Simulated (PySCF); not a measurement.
A computed series [M(SH)3(H2O)]+

Computed with PySCF 2.14.0, PBE0, def2-SVP on the ligands, density fitting, scalar-relativistic core potentials, no spin-orbit coupling, vacuum. Each member is relaxed from one template within its symmetry. Distances are means of the shortest metal–ligand contacts, charges and spins Mulliken's; removal energies are rigid, with the ligand's formal charge and no counterpoise, so too large; for an anion taken off a cation in vacuum most of it is the attraction of opposite charges, and multiply charged cations can part far more cheaply with an electron moved from ligand to metal. lcecp potentials hold a fixed number of 4f electrons in the core, out of states, spins and gaps.

```tsv
metal	basis on the metal	point group	M–SH (Å)	M–H2O (Å)	charge on M (e)	removal of one SH (eV)	unstable modes (below −25 cm⁻¹)
Ce	lcecp-2-SVP with ECP46	C1	2.540	2.409	1.11	14.02	not given
Pb	def2-SVP with ECP60	C1	2.464	2.410	0.72	14.94	not given
```

Q: What does the calculation give for Tb, lcecp-2-SVP with ECP53?

A: point group: C1, M–SH (Å): 2.445, M–H2O (Å): 2.295, charge on M (e): 0.85, removal of one SH (eV): 14.50, unstable modes (below −25 cm⁻¹): not given.
```xyz
10

Tb   -0.1417   -0.0625    0.0591
S     0.9233    1.4471    1.6612
H     2.2074    1.2191    1.2784
S    -1.9138   -1.4465    1.0225
H    -2.0401   -0.7833    2.2021
S     1.4875   -1.3453   -1.2350
H     0.8477   -2.5430   -1.1877
O    -1.2448    1.3875   -1.3360
H    -0.9261    2.2588   -1.6252
H    -2.1273    1.2620   -1.7219
```

One start shape was tried for each, so a minimum needn't be the lowest isomer. Oxidation states forced by the potential, rare, strongly oxidising or of another configuration in reality: [Tb(SH)3(H2O)]+.
